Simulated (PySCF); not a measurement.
Computed shifts of a molecule CH6FNOSi2, PySCF with B3LYP/pcSseg-1, GIAO, gas phase, atoms alike by connectivity averaged where their shifts nearly agree, in ppm (number of nuclei): ¹⁹F: -157.4 (1). ²⁹Si: -4.9 (1), -19.2 (1). ¹³C: 33.0 (1). ¹⁵N: 15.5 (1). ¹H: 5.54 (2), 5.35 (1), 2.87 (1), 2.66 (1), 0.08 (1). References: ¹⁹F against CFCl3 (σ = 161.7 ppm); ²⁹Si against TMS (σ = 338.7 ppm); ¹³C against TMS (σ = 181.3 ppm); ¹⁵N against NH3 (σ = 265.5 ppm); ¹⁷O against H2O (σ = 333.8 ppm); ¹H against TMS (σ = 31.68 ppm), references at their B3LYP-D3(BJ)/def2-TZVP geometries, non-relativistic. Geometry optimised at ωB97X-D3(BJ)/def2-SVP. Other conformers were not sampled.

Q: Which molecule gave these data?
A. F[Si@@H]1CN[SiH2]O1
B. N[Si@]1(F)C[SiH2]O1
C. F[Si@@H]1NC[SiH2]O1
D. F[SiH2]/N=C/O[SiH3]

A: A, F[Si@@H]1CN[SiH2]O1
